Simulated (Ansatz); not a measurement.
Ansatz (a program for electronic structure) input:

Ansatz 0.2 input:
```yaml
crystal:
  periodic: [false, false, false]
  atoms:
    - {symbol: Ru, position_ang: [-0.00145331, -0.15386375, 0.06442727]}
    - {symbol: F, position_ang: [-1.78646671, -0.55800695, -0.22565879]}
    - {symbol: F, position_ang: [0.01482567, 1.56961481, -0.65724384]}
    - {symbol: F, position_ang: [1.77874610, -0.25938510, 0.56792486]}
basis:
  gaussian:
    orbitals: def2-TZVPD
hamiltonian:
  xc: {name: PBE-QIDH}
magnetization: {spin_polarized: true, initial_magnetization: 3}
correlation: {electrons: outside_noble_gas}
```

Task: What final total energy does it print?

Result: -394.05707 Eh (PBE-QIDH/def2-TZVPD). The basis has 160 functions.

The spin state was set by rule; other spins were not relaxed.
